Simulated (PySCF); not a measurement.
# Magnetisability: SMILES CC(=O)CC(Cl)Cl, C4H6Cl2O

Geometry:
```tsv
atom	x (Å)	y (Å)	z (Å)
C1	-1.931	0.584	-0.266
C2	-0.765	-0.352	-0.432
O3	-0.887	-1.536	-0.599
C4	0.595	0.326	-0.315
C5	1.734	-0.651	-0.555
Cl6	3.176	-0.195	0.386
Cl7	2.163	-0.696	-2.280
H8	-1.708	1.579	-0.637
H9	-2.160	0.656	0.797
H10	-2.805	0.181	-0.770
H11	0.671	0.738	0.695
H12	0.653	1.160	-1.017
H13	1.453	-1.666	-0.264
```

Computed, not measured: GIAO BHandHLYP/pcSseg-1 magnetisability, rotational g tensor and spin-rotation constants, non-relativistic, gas phase in PySCF. Geometry: GFN2-xTB, dihedral held. The dihedral C2–C4–C5–Cl7 is held at 90°.

Question: How diamagnetic is it, and how anisotropic?

Answer: Isotropic -1291 × 10⁻³⁰ J/T², or -77.8 × 10⁻⁶ cm³/mol; principal values -1487, -1346, -1040 × 10⁻³⁰ J/T², anisotropy 396 × 10⁻³⁰ J/T² (root of half the summed squared differences of the principal values). The susceptibility is in cgs units.

Question: Split it along the inertial axes a, b, c into diamagnetic and paramagnetic parts about the centre of mass, with the quadrupole moment.

Answer: 
```tsv
axis	χ (10⁻⁶ cm³/mol)	diamagnetic (10⁻⁶ cm³/mol)	paramagnetic (10⁻⁶ cm³/mol)	summed x² of all electrons (Å²)	quadrupole Θ (D Å)
a	-81.0	-527.5	446.6	251.9	+0.78
b	-86.4	-1227.1	1140.7	87.0	-0.12
c	-65.9	-1437.7	1371.8	37.4	-0.66
```
Anisotropies 2χaa − χbb − χcc = -9.7 and 2χbb − χaa − χcc = -25.9 × 10⁻⁶ cm³/mol. Θ is traceless in Buckingham's convention.

Question: And the rotational g tensor?

Answer: 
```
axis  rotational constant (GHz)        g  nuclear part  electronic part
   a                     2.6350  -0.0240        0.5288          -0.5528
   b                     1.0289  -0.0065        0.5449          -0.5514
   c                     0.8467  -0.0134        0.5323          -0.5456
```
Asymmetric top; isotopes 12C, 35Cl, 1H, 16O; no vibrational averaging.
